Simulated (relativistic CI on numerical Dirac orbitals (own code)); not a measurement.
Computed by Dirac-Coulomb-Breit CI, separate exchange-only KLI orbitals for each configuration, model QED, unscaled Slater integrals (own radial code, finite nucleus).

The strongest absorption lines from the ground level of an ion, among the configurations computed and to levels below about 1470 eV (vacuum wavelength in nm, gf): 1.0358 (0.39), 1.0976 (0.076), 1.1037 (0.85), 1.2669 (6.5), 1.3044 (0.45), 1.3091 (0.56), 1.6503 (0.36), 1.6655 (0.078).

Problem. Which ion is it?
A. Ce30+
B. Xe26+
C. Ba26+
D. Ba28+

Solution. D. Ba28+ has 28 electrons and the ground level 3s2 3p6 3d10 1S_0; the strongest line goes to 3s2 3p6 3d9 4f 1P°_1. The pattern of lines fixes the number of electrons, and along that sequence the line energies rise steadily with the charge (about as its square where n changes within one kind of shell, about linearly where n is kept but much faster in heavy ions where fine structure, which grows about as Z⁴, sets the gap, and irregularly where shells cross), which fixes Z. Configurations outside the model, such as inner-shell arrays, can give stronger lines. At this charge energies of transitions that change n are usually good to better than 1 %, and those within a shell (Δn = 0) to a few per cent.

LS names give the leading component of a level, which can be under half, so a name can repeat, a term be missing and a line seem to break the LS rules.
